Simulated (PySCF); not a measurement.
Correlation energy of Xe³⁺ (xenon, charge +3)

[Kr] 4d10 5s2 5p3, high-spin 4S determinant. Calculation: PySCF 2.14, in def2-TZVPPD with the def2 core potential (28 electrons) (7s6p4d2f, 59 functions); scalar relativity through the core potential. Frozen: nothing; 23 electrons correlated.

| level | correlation energy (mhartree) |
| --- | --- |
| CCSD | -492.99 |
| (T) | -7.42 |
| CCSD(T) | -500.41 |

Diagnostics: T1 = 0.0031, D1 = 0.0119, largest double amplitude 0.041.

Cost of the coupled-cluster step: of the order of 50 core-seconds, for 23 correlated electrons.

The basis has no tight functions for the innermost shells, so their pair energies are far from complete.

This basis was not built for core-valence correlation, so the inner-shell part is incomplete.
